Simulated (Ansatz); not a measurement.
```yaml
crystal:
  periodic: [false, false, false]
  atoms:
    - {symbol: F, position_ang: [0.191662, 2.940526, -1.788736]}
    - {symbol: C, position_ang: [-0.577096, 2.435065, -0.828901]}
    - {symbol: F, position_ang: [-0.296870, 3.071238, 0.306715]}
    - {symbol: F, position_ang: [-1.848650, 2.674101, -1.135922]}
    - {symbol: C, position_ang: [-0.345285, 0.917423, -0.722203]}
    - {symbol: C, position_ang: [0.101727, 0.389959, 0.484432]}
    - {symbol: C, position_ang: [0.332308, -0.970819, 0.655377]}
    - {symbol: C, position_ang: [0.825947, -1.474370, 2.023231]}
    - {symbol: F, position_ang: [-0.046727, -2.344572, 2.522516]}
    - {symbol: F, position_ang: [0.976893, -0.485930, 2.902426]}
    - {symbol: F, position_ang: [1.997955, -2.085805, 1.880550]}
    - {symbol: O, position_ang: [0.189210, -1.893172, -0.185391]}
    - {symbol: Zn, position_ang: [-0.419104, -1.616846, -2.010255]}
    - {symbol: Cl, position_ang: [-0.756785, -2.918682, -3.627758]}
    - {symbol: O, position_ang: [-0.599990, 0.305216, -1.789203]}
    - {symbol: H, position_ang: [0.274826, 1.056648, 1.313112]}
basis:
  gaussian: {orbitals: aug-pcseg-2}
hamiltonian: {xc: {name: wPBEh}}
output: {forces: true}
```

```sh
$ ansatz run in.yaml --threads 11 --pin off --events-out ev --progress --plain --max-ram 120832MiB --backend cuda --devices 0, --max-vram 75GiB
```

Output, abridged:

```
Functional definition: wPBEh
3570 factors; their error is unknown
220 factors; integrals over basis functions are off by at most 3.5e-6 eV
mean field evaluation 1: about -86508.1067 eV, gradient 8.9e1 eV
mean field evaluation 2: about -86494.9228 eV, gradient 1.3e2 eV
mean field evaluation 4: about -86520.0953 eV, gradient 7.7e0 eV
mean field evaluation 8: about -86520.2024 eV, gradient 4.3e-1 eV
mean field evaluation 16: about -86520.4620 eV, gradient 9.8e-3 eV
mean field -86520.46201421 eV, -3179.5683333467 hartree, gradient 3.2e-5 eV, S^2 0.000000; 0 other end points of the search recorded, 1 dependent functions left out
reference -86520.46211345 eV, -3179.5683369937 hartree; 74, 74 occupied and 677, 677 virtual orbitals, 3570 factors
Total energy: -86520.46211345 eV, -3179.5683369937 hartree
Atom 0 at     0.191662     2.940526    -1.788736 Å, force     0.035301     0.036618    -0.050680 eV/Å
Atom 1 at    -0.577096     2.435065    -0.828901 Å, force     0.011498    -0.050909     0.017176 eV/Å
Atom 2 at    -0.296870     3.071238     0.306715 Å, force     0.010708     0.037231     0.048857 eV/Å
Atom 3 at    -1.848650     2.674101    -1.135922 Å, force    -0.065468     0.023595    -0.019080 eV/Å
Atom 4 at    -0.345285     0.917423    -0.722203 Å, force     0.002959     0.023664     0.012241 eV/Å
Atom 5 at     0.101727     0.389959     0.484432 Å, force     0.004638     0.020978     0.027463 eV/Å
Atom 6 at     0.332308    -0.970819     0.655377 Å, force     0.009587     0.008399     0.023222 eV/Å
Atom 7 at     0.825947    -1.474370     2.023231 Å, force    -0.017444     0.029857    -0.041739 eV/Å
Atom 8 at    -0.046727    -2.344572     2.522516 Å, force    -0.040129    -0.050819     0.035009 eV/Å
Atom 9 at     0.976893    -0.485930     2.902426 Å, force     0.009538     0.041474     0.047683 eV/Å
Atom 10 at     1.997955    -2.085805     1.880550 Å, force     0.062467    -0.037061     0.001957 eV/Å
Atom 11 at     0.189210    -1.893172    -0.185391 Å, force    -0.016993    -0.013139    -0.054656 eV/Å
Atom 12 at    -0.419104    -1.616846    -2.010255 Å, force    -0.005035    -0.021138    -0.025264 eV/Å
Atom 13 at    -0.756785    -2.918682    -3.627758 Å, force     0.006051     0.023496     0.029034 eV/Å
Atom 14 at    -0.599990     0.305216    -1.789203 Å, force    -0.002350    -0.051777    -0.025755 eV/Å
Atom 15 at     0.274826     1.056648     1.313112 Å, force    -0.005327    -0.020469    -0.025468 eV/Å
Dipole moment:     0.092062     0.353089     0.438398 e Å
```

Run time 4.9 s (11 threads of an AMD EPYC 7R13 on a shared host and a whole NVIDIA H100 80 GB); peak host memory 1.9 GiB.
